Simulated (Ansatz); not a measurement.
`OB(F)[SiH3]` and `O[B](F)[InH2]` differ in one atom or group.

Ansatz, PBE0-D4/def2-TZVP geometries, multiplicity 1. Each molecule was computed in one conformer, which needn't be the lowest.

Elements past krypton have def2 core potentials.

| property | `OB(F)[SiH3]` |
| --- | --- |
| size of the dipole moment (PBE/def2-TZVPP) / D | 1.98 |
| LUMO energy (B3LYP/def2-TZVPP) / eV | -0.91 |
| HOMO–LUMO gap (PBE/def2-TZVPP) / eV | 5.60 |
| LUMO energy (PBE0/def2-TZVPP) / eV | -0.71 |
| HOMO–LUMO gap (PBE0/def2-TZVPP) / eV | 7.88 |
| HOMO energy (PBE/def2-TZVPP) / eV | -7.23 |

Question: Give the same properties after the change, and the shifts. (Best estimate.)

Answer: Computed: 
```
                                      property  `O[B](F)[InH2]`  shift
size of the dipole moment (PBE/def2-TZVPP) / D             1.94  -0.04
           LUMO energy (B3LYP/def2-TZVPP) / eV            -2.35  -1.44
           HOMO–LUMO gap (PBE/def2-TZVPP) / eV             3.48  -2.12
            LUMO energy (PBE0/def2-TZVPP) / eV            -2.06  -1.35
          HOMO–LUMO gap (PBE0/def2-TZVPP) / eV             5.38  -2.50
             HOMO energy (PBE/def2-TZVPP) / eV            -6.27   0.96
```

With PBE0 the HOMO rises by 1.14 eV and the LUMO falls by 1.35 eV, so the gap narrows by about 2.49 eV. PBE moves the HOMO by 0.96 eV and ωB97M-V by 1.21 eV. The zero-point energy changes by -35.0 kJ/mol with -3 modes. Dipoles are sizes alone; their direction can turn.

B3LYP here is the variant with VWN-RPA as its local correlation; programs differ in this.
